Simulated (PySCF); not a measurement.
HN (SMILES [NH]), singlet, at a GFN2-xTB geometry; PBE/cc-pVTZ (PySCF).

Input for PySCF:
```python
from pyscf import gto, scf, dft

mol = gto.Mole()
mol.atom = '''
    N    -0.000000   -0.000000   -0.127957
    H     0.000000    0.000000    0.895702
'''
mol.basis = 'cc-pvtz'
mol.charge = 0
mol.spin = 0
mol.verbose = 4
mol.build()

mf = dft.RKS(mol)
mf.xc = 'pbe'
mf.kernel()
mf.analyze()
```

Predict the main parts of the log of this PySCF run.


```
PySCF version 2.14.0

[INPUT] verbose = 4
[INPUT] num. atoms = 2
[INPUT] num. electrons = 8
[INPUT] charge = 0
[INPUT] spin (= nelec alpha-beta = 2S) = 0
[INPUT] symmetry False subgroup None
[INPUT] Mole.unit = angstrom
[INPUT] Symbol           X                Y                Z      unit          X                Y                Z       unit  Magmom
[...]
nuclear repulsion = 3.61862737145866
number of shells = 15
number of NR pGTOs = 58
number of NR cGTOs = 44
basis = cc-pvtz
ecp = {}

******** <class 'pyscf.dft.rks.RKS'> ********
method = RKS
initial guess = minao
damping factor = 0
level_shift factor = 0
DIIS = <class 'pyscf.scf.diis.CDIIS'>
diis_start_cycle = 1
diis_space = 8
diis_damp = 0
SCF conv_tol = 1e-09
SCF conv_tol_grad = None
SCF max_cycles = 50
direct_scf = True
direct_scf_tol = 1e-13
XC library pyscf.dft.libxc version 7.1.2
    S. Lehtola, C. Steigemann, M. J. T. Oliveira, and M. A. L. Marques,  SoftwareX 7, 1–5 (2018)
XC functionals = pbe
    J. P. Perdew, K. Burke, and M. Ernzerhof,  Phys. Rev. Lett. 77, 3865 (1996)
    J. P. Perdew, K. Burke, and M. Ernzerhof,  Phys. Rev. Lett. 78, 1396 (1997)
    J. P. Perdew, K. Burke, and M. Ernzerhof,  Phys. Rev. Lett. 77, 3865 (1996)
    J. P. Perdew, K. Burke, and M. Ernzerhof,  Phys. Rev. Lett. 78, 1396 (1997)
radial grids:
    Treutler-Ahlrichs [JCP 102, 346 (1995); DOI:10.1063/1.469408] (M4) radial grids

becke partition: Becke, JCP 88, 2547 (1988); DOI:10.1063/1.454033
pruning grids: <function nwchem_prune>
grids dens level: 3
symmetrized grids: False
atomic radii adjust function: <function treutler_atomic_radii_adjust>
small_rho_cutoff = 0
Set gradient conv threshold to 3.16228e-05
Initial guess from minao.
tot grids = 23712
init E= -55.0540842555081

WARN: HOMO -0.228471186533864 == LUMO -0.228471186533859

cycle= 1 E= -55.0778215348193  delta_E= -0.0237  |g|= 0.141  |ddm|= 0.982
[...]
cycle= 2 E= -55.0754094977771  delta_E= 0.00241  |g|= 0.186  |ddm|= 1.37
[...]
cycle= 3 E= -55.0798530062313  delta_E= -0.00444  |g|= 0.102  |ddm|= 0.051
[...]
cycle= 4 E= -55.0758616398586  delta_E= 0.00399  |g|= 0.181  |ddm|= 1.35
[...]
cycle= 5 E= -55.0764296900243  delta_E= -0.000568  |g|= 0.172  |ddm|= 0.00739
[...]
cycle= 6 E= -55.0765087483471  delta_E= -7.91e-05  |g|= 0.171  |ddm|= 0.00111
[...]
cycle= 7 E= -55.0770419054298  delta_E= -0.000533  |g|= 0.162  |ddm|= 0.00443
[...]
cycle= 8 E= -55.0770857687177  delta_E= -4.39e-05  |g|= 0.161  |ddm|= 1.36
[...]
[...]
[...]
cycle= 30 E= -55.0768519947529  delta_E= 0.00171  |g|= 0.166  |ddm|= 0.0305
[...]
cycle= 31 E= -55.0789118606483  delta_E= -0.00206  |g|= 0.126  |ddm|= 0.0407
[...]
cycle= 32 E= -55.0788237551243  delta_E= 8.81e-05  |g|= 0.128  |ddm|= 0.0315
[...]
cycle= 33 E= -55.0792331885578  delta_E= -0.000409  |g|= 0.118  |ddm|= 1.36
[...]
cycle= 34 E= -55.0760462615821  delta_E= 0.00319  |g|= 0.179  |ddm|= 0.0393
[...]
cycle= 35 E= -55.0729937430988  delta_E= 0.00305  |g|= 0.222  |ddm|= 0.0199
[...]
cycle= 36 E= -55.0736900569368  delta_E= -0.000696  |g|= 0.213  |ddm|= 0.00421
[...]
cycle= 37 E= -55.074474863158  delta_E= -0.000785  |g|= 0.202  |ddm|= 0.0101
[...]
cycle= 38 E= -55.0781477157705  delta_E= -0.00367  |g|= 0.142  |ddm|= 1.35
[...]
cycle= 39 E= -55.0762509433946  delta_E= 0.0019  |g|= 0.175  |ddm|= 0.0312
[...]
cycle= 40 E= -55.0774115415905  delta_E= -0.00116  |g|= 0.156  |ddm|= 0.0107
[...]
cycle= 41 E= -55.0775566705082  delta_E= -0.000145  |g|= 0.153  |ddm|= 0.00336
[...]
cycle= 42 E= -55.0777531696538  delta_E= -0.000196  |g|= 0.149  |ddm|= 1.36
[...]
cycle= 43 E= -55.0751170452343  delta_E= 0.00264  |g|= 0.193  |ddm|= 0.0422
[...]
cycle= 44 E= -55.0766218632738  delta_E= -0.0015  |g|= 0.169  |ddm|= 0.0112
[...]
cycle= 45 E= -55.076838875219  delta_E= -0.000217  |g|= 0.166  |ddm|= 0.0228
[...]
cycle= 46 E= -55.0782304356221  delta_E= -0.00139  |g|= 0.14  |ddm|= 0.0188
[...]
cycle= 47 E= -55.0755004610512  delta_E= 0.00273  |g|= 0.187  |ddm|= 1.36
[...]
cycle= 48 E= -55.0769418762782  delta_E= -0.00144  |g|= 0.164  |ddm|= 0.0108
[...]
cycle= 49 E= -55.0789512626929  delta_E= -0.00201  |g|= 0.125  |ddm|= 0.0372
[...]
cycle= 50 E= -55.0789933670698  delta_E= -4.21e-05  |g|= 0.124  |ddm|= 0.0389
SCF not converged.
SCF energy = -55.0789933670698
**** SCF Summaries ****
Total Energy =                         -55.078993367069842
Nuclear Repulsion Energy =               3.618627371458660
One-electron Energy =                  -81.679847139368604
Two-electron Energy =                   22.982226400840108
Two-electron Coulomb Energy =           30.060956648464494
DFT Exchange-Correlation Energy =       -7.078730247624385
HOMO-LUMO gap [eV] =                     0.396196139003255
**** MO energy ****
[...]
 ** Mulliken pop on meta-lowdin orthogonal AOs  **
 ** Mulliken pop  **
 ** Mulliken atomic charges  **
charge of    0N =     -0.23055
charge of    1H =      0.23055
Dipole moment(X, Y, Z, Debye): -0.00000,  0.00000,  1.55348
```

The run did not converge; its last values are not results.
